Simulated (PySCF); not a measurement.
A survey of ²⁹Si NMR shifts

All values are calculated (PySCF 2.14.0 with density-fitted response routines): geometry: GFN2-xTB, shieldings: GIAO PBE0/pcSseg-1. No solvent model, no relativistic terms, rapidly exchanging positions averaged, one conformer.

Shieldings were converted by a linear fit to measured shifts: ²⁹Si: δ = 279.94 − 0.822σ (rms 8.9 ppm, 72 shifts, 25.8 ppm with the 6 outliers that the fit left out vs TMS, solution or neat liquid). A few per cent of atoms miss by over 2 rms, more outside the fitted compound classes.

Problem. Give the ²⁹Si shifts of `Cc1ncnn1[SiH3]`, `CCC[C@@H]1CS[C@H]1O[SiH3]`, `CSc1snnc1[SiH3]`, `Cc1cnn([SiH3])n1`, `Cl[SiH]1[SiH2][SiH2][SiH2]1`, `N#CCC1=C[SiH2]C1([SiH3])[SiH3]`, `Cc1[nH]nnc1[SiH3]`.

Solution. 
```csv
compound,environment,δ (ppm)
Cc1ncnn1[SiH3],"silicon bonded to N, 3 H",-49.3
CCC[C@@H]1CS[C@H]1O[SiH3],"silicon bonded to O, 3 H",-42.3
CSc1snnc1[SiH3],"silicon bonded to C, 3 H",-77.0
Cc1cnn([SiH3])n1,"silicon bonded to N, 3 H",-45.0
[Cl:1][SiH:2]1[SiH2:3][SiH2:4][SiH2:5]1,"Si2: silicon bonded to Cl, 2 Si, H, in a 4-membered ring",5.8
[Cl:1][SiH:2]1[SiH2:3][SiH2:4][SiH2:5]1,"Si3/5: silicon bonded to 2 Si, 2 H, in a 4-membered ring (×2)",-70.7
[Cl:1][SiH:2]1[SiH2:3][SiH2:4][SiH2:5]1,"Si4: silicon bonded to 2 Si, 2 H, in a 4-membered ring",-91.9
[N:1]#[C:2][CH2:3][C:4]1=[CH:5][SiH2:6][C:7]1([SiH3:8])[SiH3:9],"Si6: silicon bonded to 2 C, 2 H, in a 4-membered ring",-40.4
[N:1]#[C:2][CH2:3][C:4]1=[CH:5][SiH2:6][C:7]1([SiH3:8])[SiH3:9],"Si8/9: silicon bonded to C, 3 H (×2)",-59.8
Cc1[nH]nnc1[SiH3],"silicon bonded to C, 3 H",-80.2
```
